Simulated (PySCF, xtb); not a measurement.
C4H4Cl2. Atoms are numbered in the order given.

```xyz
10

C     -0.4643    -3.2593     0.0000
C      0.1140    -2.0460     0.0000
C     -0.6355    -0.8033     0.0000
C     -0.1073     0.4358     0.0000
Cl     1.6005     0.7537     0.0000
Cl    -1.1006     1.8587     0.0000
H     -1.5525    -3.3748     0.0000
H      0.1343    -4.1729     0.0000
H      1.2046    -1.9632     0.0000
H     -1.7273    -0.8640     0.0000
```

The structure is a stationary point at B3LYP-D3(BJ)/def2-SVP. Other conformers were not sampled.

These are C-PCM-ωB97X/def2-SVP (PySCF 2.14.0) values and carry that method's errors.

The values are the electrostatic part of the solvation free energy, E(continuum) − E(gas) at the gas-phase geometry, in a cavity of scaled van der Waals radii (PySCF's table); cavitation and dispersion terms are not included. In vacuum the orbital gap is 9.66 eV. The dipole moment in vacuum is 1.52 D.

| solvent | ε | ΔG(elec) (kcal/mol) | dipole (D) | gap (eV) |
|---|---|---|---|---|
| water | 78.36 | -2.1 | 2.14 | 9.69 |
| cyclohexanone | 15.62 | -2.0 | 2.10 | 9.69 |
| benzene | 2.27 | -1.1 | 1.82 | 9.67 |

For comparison, GFN2-xTB/ALPB(water) (xtb, at the GFN2-xTB geometry, all terms of that model) gives -1.6 kcal/mol.
